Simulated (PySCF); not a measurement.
Identify the compound

Molecular formula: C$_{5}$H$_{4}$ClFO. Simulated spectra:

1H NMR (400 MHz, computed): δ 6.84 (m, 1H), 4.98 (m, 1H), 3.38 (m, 2H).

13C{1H} NMR (computed): δ 157.2 (C), 152.8 (C), 135.4 (CH), 101.8 (CH), 30.1 (CH2).

[PySCF 2.14.0 with density-fitted response routines: NMR shieldings at PBE0/pcSseg-1/GIAO; geometry: GFN2-xTB; one averaged value for each set of equivalent atoms; non-relativistic Hamiltonian; no solvent; one conformer]

Scale: TMS for 1H (31.72 ppm), 13C (186.93 ppm) (reference shieldings calculated alike).

Problem. Choose the structure that fits.
A. F[C@@H]1C=CO/C1=C/Cl
B. C/C(=C\Cl)C(F)=C=O
C. FC1=COC(Cl)=CC1

Solution. C. 

1. The formula gives 3 degrees of unsaturation (1 ring in the answer).
2. 5 carbon signals for 5 carbons: no two carbons are equivalent.
3. Carbon types of the structure: 2 × C, 2 × CH, 1 × CH2, which accounts for all hydrogens.
4. δC 157.2, 101.8: β carbon of an enol-ether or enamine type C=C.
5. δC 152.8, 135.4: alkene carbon bearing oxygen; an sp2 carbon further deshielded by the attached heteroatom.
6. δC 30.1: allylic sp3 CH2; saturated and bonded to C and H only.
7. δH 6.84: hydrogen on an alkene carbon bearing oxygen; attached to an sp2 carbon and in the plane of the double bond.
8. δH 4.98: hydrogen on a β carbon of an enol-ether or enamine type C=C; lone-pair donation from O or N shields it, upfield of ordinary alkene protons.

The others: F[C@@H]1C=CO/C1=C/Cl would give 4 signals for carbon-bound and other non-exchanging H, not 3; C/C(=C\Cl)C(F)=C=O would give 2 signals for carbon-bound and other non-exchanging H, not 3.

Carbons that carry Cl, above all several Cl atoms, come out too deshielded, partly because spin–orbit coupling is missing. Splittings by 19F in the carbon and heteronuclear signals aren't shown, as no couplings were computed. Shifts are as computed. Against solution values, carbons near 30 ppm lie about +3 ppm off and those near 130 ppm about +5 ppm; carbons on Cl a further +6 ppm. Of 1211 compounds with measured shifts, 218 miss one by over three times the rms of a fit or turn the order of signals round; such compounds aren't used in these exercises. Multiplicities follow the n + 1 count of equivalent neighbours, as no J values were calculated; m marks all less simple cases, F and P coupling included.
